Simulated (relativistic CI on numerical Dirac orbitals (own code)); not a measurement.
# Hyperfine structure of Pt²³⁺, mass number 195

Calculated at this level of theory: Dirac-Coulomb-Breit CI, orbitals from a KLI potential per configuration, QED by a radiative potential, unscaled Slater integrals (own radial code, finite nucleus).

Configuration list (outside the closed core [Ar] 3d10 4d10): 4s²4p⁶4f⁹, 4s²4p⁶4f⁸5s, 4s²4p⁶4f⁷5s², 4s²4p⁵4f¹⁰, 4s²4p⁶4f⁸6s, 4s4p⁶4f¹⁰, 4p⁶4f¹¹. Levels of other configurations are missing.

Nuclear spin I = 1/2, μ = 0.6073 μN (tables of Stone and Pyykkö). The electronic factors are computed for point nuclear moments, without core polarisation or the Bohr-Weisskopf and QED corrections.

```csv
Level,E (cm⁻¹),A (MHz)
4s²4p⁶4f⁹ ⁶H°15/2,0.0,2713
4s²4p⁶4f⁹ ⁶H°13/2,20360.9,2744
4s²4p⁶4f⁹ ⁶H°9/2,36690.9,3190
4s²4p⁶4f⁹ ⁶F°7/2,39858.6,3031
4s²4p⁶4f⁹ ⁶H°7/2,42509.7,3679
4s²4p⁶4f⁹ ⁶F°5/2,48370.1,3266
4s²4p⁶4f⁹ ⁶F°1/2,51219.2,9885
```

Levels with J = 0, under 50 % of one LS term, or S terms without an open s electron are left out. Small factors come from cancelling terms and can be off by tens of per cent or more.

At this charge energies of transitions that change n are usually good to better than 1 %, and those within a shell (Δn = 0) to a few per cent. Terms inside the open d or f shell come out 10 to 20 % too wide with unscaled integrals.

Problem. Give the hyperfine levels of 4s²4p⁶4f⁹ ⁶H°7/2 relative to its centre of gravity.

Solution. With K = F(F + 1) − I(I + 1) − J(J + 1), E = AK/2: F = 3: -8277, F = 4: 6438 MHz.

LS names give the leading component of a level, which can be under half, so a name can repeat, a term be missing and a line seem to break the LS rules.
